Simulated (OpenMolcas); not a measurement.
**Ir2+: moving or changing the point charges**

Ir2+ among 3 point charges of -2.5 e arranged as a planar triangle (D3h), 2.02 Å from the ion.
```
   2.0200    0.0000    0.0000  -2.50
  -1.0100    1.7494    0.0000  -2.50
  -1.0100   -1.7494    0.0000  -2.50
```

```json
{
  "Program": "OpenMolcas 26.06",
  "Method": "SS-CASPT2, IPEA 0.25 Eh, imaginary shift 0.1 Eh (closed shells correlated: 4f 5s 5p)",
  "Basis": "ANO-RCC-VTZP [8s7p5d3f1g]",
  "Scalar Hamiltonian": "DKH2, point nucleus",
  "Active space": "7 electrons in 5 orbitals (5d)",
  "State averaging": "2S+1 = 4 even, 10 roots; 2S+1 = 2 even, 40 roots",
  "Spin-orbit coupling": "state interaction with AMFI integrals over the reference wave functions"
}
```

Runs around this geometry, states (labels of D3, the rotations of D3h). Energies in cm-1 above the lowest state or level, χT in cm3 K/mol.

```tsv
R (Å)	q (e)	Ground state	First state of that spin	First gap with spin-orbit (degeneracies)	χT at 300 K	First state of another spin
2.02	-2	4E	4A2 7720	1420 (2, 2)	1.116	2E 9300
2.02	-2.5	4E	4E 12090	1860 (2, 2)	0.765	2E 6370
2.24	-2.5	4E	4E 7430	1260 (2, 2)	1.230	2E 10240
```

Taking the first state of the same spin as R^-n, n = -ln(7430 / 12090) / ln(2.24 / 2.02) = 4.7 between the shortest and longest distance.

Roots that are degenerate in the reference are averaged as groups; the widest CASPT2 spread within a group is 210 cm-1 (the 2-fold group of multiplicity 4 near 12100 cm-1 above the lowest state of its run, R = 2.02, q = -2.5). Shifts and gaps below about the spread of the groups concerned are not significant. An orbital doublet at a regular site is open to a Jahn-Teller distortion, which this geometry leaves out. Point charges give a weaker field than real ligands, and real ions of this kind are as a rule low spin; the high spin found here belongs to the model. Free-ion shares, where given, are those of the reference states; single-state CASPT2 does not remix them. Spin-orbit coupling mixes the spin-free states strongly: the lowest level takes only 69 % from its leading state, 4E (figures for R = 2.02, q = -2; the like holds for R = 2.02, q = -2.5, R = 2.24, q = -2.5). This shell can be high or low spin here, a state of another spin lies low, and with metal d orbitals alone active their balance is uncertain, so the ground spin may be wrong (holds for R = 2.02, q = -2.5). This is an electrostatic model: the charges have no orbitals. No measured value stands beside these numbers.
